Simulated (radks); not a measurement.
Effect of the nuclear size on the bismuth ion Bi36+, [Kr] 4d10 4f1. Method: Dirac Kohn-Sham, exchange-only LDA, spin-unpolarised, spherical densities, finite nucleus; open shells are shared between the two j in proportion to 2j + 1; Fermi nuclear charge, rms radius 5.5211 fm; computed with a radial shooting solver on a logarithmic mesh with Libxc functionals. The rms radius is varied about that value; shifts are against it.

| rms radius (fm) | total energy shift (eV) | density at nucleus (e/bohr^3) | 1s1/2 shift (meV) | 2s1/2 shift (meV) | 4s1/2 shift (meV) | 4p1/2 shift (meV) | 4f7/2 shift (meV) | 5s1/2 (empty) shift (meV) | 5p1/2 (empty) shift (meV) |
|---|---|---|---|---|---|---|---|---|---|
| 4.7481 | -37.8 | 3.161e+06 | -15000 | -2310 | -159 | -6.24 | 4.62 | -61.0 | -2.74 |
| 5.2009 | -16.1 | 3.035e+06 | -6380 | -979 | -67.6 | -2.66 | 1.96 | -25.9 | -1.17 |
| 5.5211 | 0 | 2.955e+06 | 0.000 | 0.000 | 0.000 | 0.000 | 0.000 | 0.000 | 0.000 |
| 5.8137 | 15.1 | 2.888e+06 | 6020 | 923 | 63.7 | 2.51 | -1.85 | 24.4 | 1.10 |
| 6.5812 | 56.8 | 2.732e+06 | 22600 | 3470 | 239 | 9.47 | -6.95 | 91.7 | 4.15 |

Slopes of the eigenvalues against <r^2> in GHz/fm^2, as finite differences over the two radii next to the reference (eigenvalue slopes, not the field-shift constants of lines): 1s1/2 444000, 2s1/2 68100, 4s1/2 4700, 4p1/2 185, 4f7/2 -137, 5s1/2 (empty) 1800, 5p1/2 (empty) 81.2.
